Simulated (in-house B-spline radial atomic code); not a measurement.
## K3+: [Ne] 3s2 3p4

All numbers are computed (non-relativistic B97-1, spin-polarised, spherical fractional occupations; point nucleus) with a B-spline radial code for spherical atoms, not measured.

Effective charges: Z_r = [3n² - l(l+1)]/(2<r>) from the radius, Z_e = n√(-2ε) from the energy, and Slater's rules. Values are occupation-weighted means over spin.

```
shell  electrons   ε (eV)  <r> (bohr)    Z_r    Z_e  Slater
   1s          2    -3576     0.08153  18.40  16.21   18.70
   2s          2  -402.46      0.3886  15.44  10.88   14.85
   2p          6  -329.89      0.3502  14.28   9.85   14.85
   3s          2  -74.283       1.208  11.18   7.01    8.45
   3p          4  -56.513       1.295   9.66   6.11    8.45
```

The least bound orbital is 3p down at -52.62 eV, and it is also the most diffuse (<r> = 1.319 bohr).

Caution: exact exchange at fractional occupations of open shells leaves self-interaction of up to several eV.
